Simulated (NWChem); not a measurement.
Molecule: Si2NH7; SMILES N[SiH2][SiH3]

```xyz
10

Si     0.1756    -1.5589     0.0009
Si    -0.5617     0.6844     0.0030
N      0.6982     1.8841    -0.0043
H     -0.9695    -2.5257     0.0113
H      1.0087    -1.8376    -1.2138
H      1.0272    -1.8334     1.2036
H     -1.3950     0.8991     1.2275
H     -1.4074     0.8977    -1.2132
H      1.2680     1.9800    -0.8384
H      1.2774     1.9803     0.8234
```
Atoms are numbered in this order, from 1.

All runs: NWChem. Geometry: optimised at PBE0/def2-SVP. Level: M06-2X/def2-SVP with SMD (1 M gas to 1 M solution), gas-phase geometry. Reactions with the solvent are ignored.

For solvent toluene:

| Property | Result |
|---|---|
| cavity-dispersion-structure term (kcal/mol) | 0.5 |
| dipole in solution (D) | 1.50 |

Task: How do the values read with solvent N,N-dimethylformamide instead?

Result: 
| Item | Value |
|---|---|
| cavity-dispersion-structure term (kcal/mol) | 1.5 |
| dipole in solution (D) | 1.68 |
